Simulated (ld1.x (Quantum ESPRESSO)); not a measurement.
Before and after: TM semilocal potential for Sb

antimony, norm-conserving Troullier–Martins (semilocal form), made with ld1.x (Quantum ESPRESSO) 7.5 (PBEsol, scalar-relativistic). Core [Kr], reference 4d10 5s2 5p3. Waves: 5p (bound): rc 2.00 bohr; 4d (bound): rc 1.15 bohr; 5s (bound): rc 1.75 bohr. Local part: the s channel. Core correction: a·sin(br)/r model core, default radius (core density twice the valence density).

Change: core correction none.

Cutoffs: the cutoffs (Ry, on a coarse ladder) from which the occupation-weighted sum of valence levels, in a spherical-Bessel basis at the reference potential, stays within 10 and 1 mRy of its value at 400 Ry; they do not see the model core or the augmentation charge, which bear on the density cutoff. Errors are all-electron minus pseudo energies relative to the spin-unpolarised reference configuration.

What does the change do?

The potential gets neither clearly harder nor softer (110 Ry and 180 Ry → 110 Ry and 180 Ry); of the 7 tests that both files solve, the error grows in 2 and shrinks in 4 by more than 15 % and 0.3 meV (median size 2.1 → 2.3 meV); neither file shows a bound ghost. The default core radius of the base comes out at 0.61 bohr. A semilocal file is local in each channel, so a ghost entry of none says nothing of the separable form that plane-wave codes build from it.

```tsv
quantity	base	changed
cutoff, loose	110 Ry	110 Ry
cutoff, tight	180 Ry	180 Ry
bound ghosts	none	none
error for 4d10 5s2 5p2, meV [ΔE 8.34 eV]	-0.7	-1.0
error for 4d10 5s2 5p1, meV [ΔE 24.36 eV]	-1.2	-2.3
error for 4d10 5s2 5p0, meV [ΔE 48.80 eV]	-10	-7.9
error for 4d9 5s2 5p3, meV [ΔE 40.68 eV]	-202	-155
error for 4d10 5s1 5p0, meV [ΔE 93.13 eV]	-25	+16
error for 4d10 5s2 5p2.5, meV [ΔE 3.27 eV]	-0.4	-0.5
error for 4d10 5s1 5p4, meV [ΔE 8.14 eV]	-2.1	-0.6
s: phases at 2.20 bohr within 0.05 rad from the reference energy up to (Ry; the scan ends near 5)	3.5	3.5
p: phases at 2.20 bohr within 0.05 rad from the reference energy up to (Ry; the scan ends near 5)	4.0	4.0
d: phases at 2.20 bohr within 0.05 rad from the reference energy up to (Ry; the scan ends near 5)	to the end of the scan	to the end of the scan
```
